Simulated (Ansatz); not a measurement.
Program: Ansatz. Geometries: PBE0-D4/def2-TZVP. ΔE: electronic, gas phase. CCSD(T)/CBS is the MP2 limit (def2-TZVPP, def2-QZVPP) plus CCSD(T) − MP2 in def2-TZVPP, frozen cores. DFT in def2-TZVPP. def2 core potentials past Kr. For Ge, Hf, Se outer-core shells are correlated without core-valence functions, which leaves a few kJ/mol of doubt a bond. Scalar relativity is left out up to krypton. Each species was taken in one conformer, which may not be the lowest.

Consider the redistribution: `[Cl][Hf]([Cl])([Cl])[SeH]` + `[OH][Ge][Cl]` → `[OH][Hf]([Cl])([Cl])[SeH]` + `[Cl][Ge][Cl]`.

`[Cl][Hf]([Cl])([Cl])[SeH]`:

```xyz
6

Cl   -0.598    1.239   -1.995
Hf    0.134   -0.304   -0.421
Cl    2.422   -0.034   -0.124
Cl   -0.403   -2.473   -1.029
Se   -1.065    0.107    1.792
H    -0.489    1.465    1.778
```

`[OH][Ge][Cl]`:

Cartesian coordinates in Å:
```
O -1.150 -0.116 -0.020
Ge 0.059 1.021 0.601
Cl 1.880 -0.026 -0.095
H -0.790 -0.879 -0.486
```

`[OH][Hf]([Cl])([Cl])[SeH]`:

```xyz
7

O    -0.528    0.463   -1.350
Hf    0.264    0.397    0.358
Cl    2.517    1.021    0.260
Cl   -0.843    1.820    1.849
Se    0.073   -2.037    1.175
H    -0.876    0.703   -2.204
H    -0.607   -2.368   -0.088
```

`[Cl][Ge][Cl]`:

Cartesian coordinates in Å:
```
Cl 0.600 -1.367 -0.885
Ge 0.706 0.613 0.026
Cl -1.306 0.754 0.859
```

| species | ωB97X-V energy (Eh) |
| --- | --- |
| `[Cl][Hf]([Cl])([Cl])[SeH]` | -3830.66713 |
| `[OH][Ge][Cl]` | -2612.86453 |
| `[OH][Hf]([Cl])([Cl])[SeH]` | -3446.34820 |
| `[Cl][Ge][Cl]` | -2997.18659 |

Work out ΔE.

ΔE = (-3446.34820) + (-2997.18659) − (-3830.66713) − (-2612.86453) = -0.00313 Eh = -8.2 kJ/mol. CCSD(T)/CBS gives -5.2 kJ/mol.

Largest T1 diagnostic among the species: 0.014.

In def2-TZVPP, CCSD(T) changes the Hartree–Fock value by +8.1 kJ/mol (the triples alone add +2.4 kJ/mol) and MP2 by +12.0 kJ/mol.
